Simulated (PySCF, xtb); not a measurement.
C₃H₅ClOSi, SMILES [Si@@H](Cl)(O)CC#C.

GFN2-xTB in xtb at its own geometry gives an orbital gap of 5.69 eV and a dipole moment of 1.67 D.

Coordinates come from a PBE0-D3(BJ)/def2-SVP optimisation. The structure was generated by enumeration; whether it is a known compound was not checked. One conformer was computed; it need not be the lowest.

Q: What does PySCF with PBE0/def2-TZVP give? (The exact figures need the calculation; the answer reports its results.)

A: gap 7.89 eV (levels -7.56 and 0.33 eV), dipole 1.69 D.
